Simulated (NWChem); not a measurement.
Species: SiF$_{2}$, singlet; SMILES F[Si]F

```xyz
3

Si     0.0000     0.0000     0.5806
F      1.2465     0.0000    -0.4649
F     -1.2465     0.0000    -0.4649
```
Atoms are numbered in this order, from 1.

All runs: NWChem. Low-valent species are run as closed-shell singlets; no triplet was tried in these runs. All runs use the structure optimised with PBE0/def2-SVP. Level: PBE0/def2-SVP with SMD (1 M gas to 1 M solution), gas-phase geometry. Reactions with the solvent are ignored.

### Question
Estimate the computed values for solvent water. Quantities: solvation free energy (kcal/mol); cavity-dispersion-structure term (kcal/mol); dipole in solution (D).

### Answer
```
Quantity                                     Value
-------------------------------------------  -----
solvation free energy (kcal/mol)              -0.9
cavity-dispersion-structure term (kcal/mol)    1.6
dipole in solution (D)                        1.39
```
